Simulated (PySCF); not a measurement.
Molfile (atoms numbered from 1):
```
CClF3O2S
     RDKit          3D

  8  7  0  0  0  0  0  0  0  0999 V2000
    1.3258   -0.1780    1.4673 O   0  0  0  0  0  0  0  0  0  0  0  0
    0.9534   -0.1165    0.0769 S   0  0  0  0  0  6  0  0  0  0  0  0
    1.4111   -1.0536   -0.9166 O   0  0  0  0  0  0  0  0  0  0  0  0
    1.3015    1.8020   -0.6113 Cl  0  0  0  0  0  0  0  0  0  0  0  0
   -0.9191   -0.0936   -0.0074 C   0  0  0  0  0  0  0  0  0  0  0  0
   -1.3273   -1.2942    0.3403 F   0  0  0  0  0  0  0  0  0  0  0  0
   -1.3831    0.8042    0.8286 F   0  0  0  0  0  0  0  0  0  0  0  0
   -1.3031    0.1802   -1.2318 F   0  0  0  0  0  0  0  0  0  0  0  0
  1  2  2  0
  2  3  2  0
  2  4  1  0
  2  5  1  0
  5  6  1  0
  5  7  1  0
  5  8  1  0
M  END
```

Geometry: PBE0-D3(BJ)/def2-SVP; GIAO shifts from PySCF 2.14.0 with density-fitted response routines, gas phase, non-relativistic, averaged over equivalent atoms.

At WP04/pcSseg-1 (150 basis functions, 13 s wall time on 1 thread of an Arm Neoverse V1, shared host):
```
   atoms  δ (ppm)
   O1/O3    315.6
      S2    342.8
     Cl4    702.6
      C5    130.1
F6/F7/F8    -78.9
```

Scale: H2O for 17O (317.54 ppm); 33S (462.27 ppm) vs CS2; 35Cl (900.97 ppm) against HCl; TMS for 13C (172.44 ppm); CFCl3 for 19F (176.96 ppm) (reference shieldings calculated alike).

Problem. What do these become at PBE0/6-311+G(2d,p)?

Solution. 
```json
{"atoms": "O1/O3", "δ at PBE0/6-311+G(2d,p)": "294.4", "change": "-21.2"}
{"atoms": "S2", "δ at PBE0/6-311+G(2d,p)": "359.1", "change": "+16.3"}
{"atoms": "Cl4", "δ at PBE0/6-311+G(2d,p)": "637.2", "change": "-65.4"}
{"atoms": "C5", "δ at PBE0/6-311+G(2d,p)": "124.8", "change": "-5.3"}
{"atoms": "F6/F7/F8", "δ at PBE0/6-311+G(2d,p)": "-84.5", "change": "-5.6"}
```

Referencing at the same level of theory: 17O (σref 326.57) vs H2O; 33S (σref 507.15) against CS2; 35Cl (σref 948.03) against HCl; 13C (σref 186.44) vs TMS; 19F (σref 174.75) against CFCl3.

The largest change is at Cl4 (chlorine bonded to S). Cost: 232 basis functions, 28 s wall time on 1 thread of an Arm Neoverse V1, shared host.

Unscaled 19F shifts against computed CFCl3 carry errors that often reach 10 to 50 ppm. Unscaled 17O shifts of doubly bonded oxygen tend to come out too high, by tens of ppm or more. Experimental scales use liquid or dissolved standards, which lie at an offset from isolated H2O (liquid H2O: subtract about 36 ppm).
